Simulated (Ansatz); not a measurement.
W2O6⁺. Total charge 1; doublet. Geometry PBE-D4/def2-SVP; atoms count from 1.

Cartesian coordinates in Å:
```
W -0.713 0.087 1.269
W 0.713 -0.087 -1.269
O 2.436 -0.040 -1.462
O 0.047 -1.258 0.112
O -0.023 -0.254 -2.830
O 0.023 0.254 2.830
O -0.047 1.258 -0.112
O -2.436 0.040 1.462
```

In the def2 sets W takes a core potential; there is no spin–orbit coupling. The structure comes from a short search, and lower isomers may exist.

Estimate the Mulliken populations from the PBE0/def2-TZVP orbitals of Ansatz.


| atom | charge (e) | spin (α − β) | d electrons |
| --- | --- | --- | --- |
| W1 | 1.62 | -0.17 | 3.48 |
| W2 | 1.62 | -0.17 | 3.48 |
| O3 | -0.28 | 0.34 | – |
| O4 | -0.56 | -0.01 | – |
| O5 | -0.28 | 0.34 | – |
| O6 | -0.28 | 0.34 | – |
| O7 | -0.56 | -0.01 | – |
| O8 | -0.28 | 0.34 | – |
Mulliken values and Mayer orders depend strongly on the basis.

Where does the spin sit?

Summed by element: W -0.34, O 1.34, of 1 unpaired in all. Largest on single atoms: O5 0.34, O3 0.34, O8 0.34.

And the Mayer bond orders between bonded heavy atoms (over 0.3)?

W1–O4 0.98 (1.93 Å); W1–O6 1.94 (1.73 Å); W1–O7 0.98 (1.93 Å); W1–O8 1.94 (1.73 Å); W2–O3 1.94 (1.73 Å); W2–O4 0.98 (1.93 Å); W2–O5 1.94 (1.73 Å); W2–O7 0.98 (1.93 Å).
